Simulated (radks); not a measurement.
Results of a calculation; reference values are marked as such.
Charge is removed step by step from the 3s down level of the europium ion Eu37+, starting from [Ne] 3s(up 1, down 1) 3p6 3d8. Code: a radial shooting solver on a logarithmic mesh with Libxc functionals. Model: scalar-relativistic Kohn-Sham, r2SCAN, spin-polarised, spherical densities, finite nucleus; open shells are filled with parallel spins first (spin-orbit coupling, left out, can overturn this in heavy ions); meta-GGA in the generalised Kohn-Sham scheme; Fermi nuclear charge, rms radius 5.1115 fm.

removed (e)  E - E(0) (eV)  eigenvalue (eV)  E minus straight line (eV)
0                    0.000          -3278.2                       0.000
0.1                 328.10          -3287.1                      -3.982
0.2                 657.09          -3295.9                      -7.076
0.3                 986.97          -3304.8                      -9.284
0.4                 1317.7          -3313.6                     -10.605
0.5                 1649.4          -3322.5                     -11.041
0.6                 1981.9          -3331.3                     -10.594
0.7                 2315.3          -3340.1                      -9.264
0.8                 2649.6          -3348.9                      -7.054
0.9                 2984.8          -3357.7                      -3.966
1                   3320.8          -3366.4                       0.000

Removing the whole electron costs 3320.8 eV by Delta-SCF, against 3278.2 eV from minus the eigenvalue at the starting occupation. Slater's transition state (half an electron removed) gives 3322.5 eV. Integrating minus the eigenvalue over the occupation (Janak's theorem) gives 3322.4 eV. In this scalar-relativistic scheme the density is built from large components alone, so the theorem holds only approximately. The mean slope of the eigenvalue, de/dn, is 88.2 eV per electron.
